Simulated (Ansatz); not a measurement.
Program: Ansatz. Geometries: PBE0-D4/def2-TZVP. ΔE: electronic, gas phase. CBS: MP2 limit from def2 TZ/QZ plus the TZ coupled-cluster correction, frozen cores. DFT in def2-TZVPP. Each species was taken in one conformer, which may not be the lowest.

Reaction (isomerisation): `BO/C=N\[SiH3]` → `B[SiH2]C(=N)O`

`BO/C=N\[SiH3]`:

```xyz
11

B    -1.054    1.358    1.586
O    -0.407    0.691    0.596
C    -0.343   -0.685    0.583
N     0.239   -1.340   -0.296
Si    1.083   -0.673   -1.672
H    -1.581    0.742    2.468
H    -1.059    2.548    1.515
H    -0.863   -1.135    1.435
H     2.199    0.205   -1.233
H     1.635   -1.809   -2.447
H     0.151    0.098   -2.536
```

`B[SiH2]C(=N)O`:

```xyz
11

B     1.716    1.177    0.586
Si    0.906   -0.445   -0.276
C    -0.995   -0.402   -0.264
N    -1.631   -0.204   -1.338
O    -1.520   -0.554    0.978
H     2.877    1.415    0.431
H     1.086    1.909    1.289
H     1.349   -1.613    0.542
H     1.341   -0.641   -1.680
H    -2.646   -0.165   -1.206
H    -2.483   -0.479    0.936
```

```
        species  r2SCAN-D4 energy (Eh)
`BO/C=N\[SiH3]`             -486.00723
`B[SiH2]C(=N)O`             -485.92970
```

Problem. Work out ΔE.

Solution. ΔE = (-485.92970) − (-486.00723) = 0.07753 Eh = +48.7 kcal/mol. CCSD(T)/CBS gives +49.3 kcal/mol.

Largest T1 diagnostic among the species: 0.015.

From PBE to PBE0 (25 % exact exchange), in def2-TZVPP and without D4, ΔE moves by +1.5 kcal/mol. In def2-TZVPP, CCSD(T) changes the Hartree–Fock value by −4.6 kcal/mol (the triples alone add −0.3 kcal/mol) and MP2 by −2.3 kcal/mol.
